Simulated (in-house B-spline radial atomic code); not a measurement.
# Ionising Pd¹⁰⁺ with different functionals

Computed with a B-spline radial code for spherical atoms: scalar-relativistic (spin-free X2C) Hamiltonian, Fermi nucleus of rms radius 4.5318 fm, spin-polarised at highest spin, spherical fractional occupations for the functionals, the average over the highest-spin determinants for Hartree-Fock. The ionisation energy is the difference of two self-consistent energies, [Ar] 3d10 4s2 4p6 → [Ar] 3d10 4s2 4p5, without Breit or QED terms; ε is the level of the shell that loses the electron (its least bound occupied spin orbital). There is no spin-orbit coupling in this Hamiltonian.

Hybrids are left out here: with spherical fractional occupations of an open shell their exact exchange keeps a self-interaction that integer-occupation calculations don't have.

```csv
method,rung,ΔSCF (eV),-ε(4p) (eV)
Hartree-Fock,Hartree-Fock,239.31,239.99
LDA VWN5,LDA,240.33,228.82
LDA PW92,LDA,240.32,228.81
LDA exchange-only,LDA,238.20,226.76
PBE,GGA,240.13,228.72
PBEsol,GGA,240.11,228.67
BLYP,GGA,239.91,228.47
RPBE,GGA,240.11,228.71
PW91,GGA,240.27,228.84
BP86,GGA,240.29,228.84
AM05,GGA,240.15,228.68
OLYP,GGA,240.71,229.36
TPSS,meta-GGA,240.42,229.08
SCAN,meta-GGA,241.06,229.86
r2SCAN,meta-GGA,240.99,229.76
revTPSS,meta-GGA,240.44,229.11
```

(1) How do they compare with the NIST value?

## Answers

(1) NIST lists 238.6 eV ± 0.12 (semi-empirical, ground level to ground level). Errors run from -0.37 to +2.49 eV. The correlated functionals all miss on the same side by more than they spread, so the cause is common to them (spin-orbit coupling, Breit-QED terms, multiplet and fine-structure energies, or a listed next ion that isn't the cheapest removal here) and closeness doesn't rank the functionals. Hartree-Fock also lacks correlation.
